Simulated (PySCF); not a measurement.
**Relaxation of quintet AuSe₂⁺**

These are results of UPBE0/[Au def2-SVP with ECP60, Se def2-SVP], scalar-relativistic core potentials, density fitting, no spin–orbit coupling, PySCF, not measurements. A (50,194) grid was used.

A hand-made linear start, of D∞h symmetry, held to at least that symmetry:

```xyz
3
charge 1 multiplicity 5, angstrom
Au    0.0000    0.0000    0.0000
Se    0.0000    0.0000    2.2344
Se    0.0000    0.0000   -2.2344
```

Optimiser trace:
| step | E − E(last) (kJ/mol) | largest gradient (Eh/bohr) |
| --- | --- | --- |
| 0 | 60.62 | 0.07315 |
| 1 | 3.85 | 0.01400 |
| 2 | 0.62 | 0.00484 |
| 3 | 0.03 | 0.00085 |
| 4 | 0.00 | 0.00007 |

It ends at D∞h with Au–Se 2.430 Å (×2); Se–Au–Se 180.0° (after a last refinement on a finer grid). A frequency run shows a minimum.

Final geometry:
```xyz
3
charge 1 multiplicity 5, angstrom
Au    0.0000    0.0000    0.0000
Se    0.0000    0.0000    2.4303
Se    0.0000    0.0000   -2.4303
```

Other spin states or occupations of the open shell can lie lower. At this level a triplet minimum of Cs symmetry lies 93 kJ/mol below this structure. No spin–orbit coupling is included, which matters more the heavier the element.
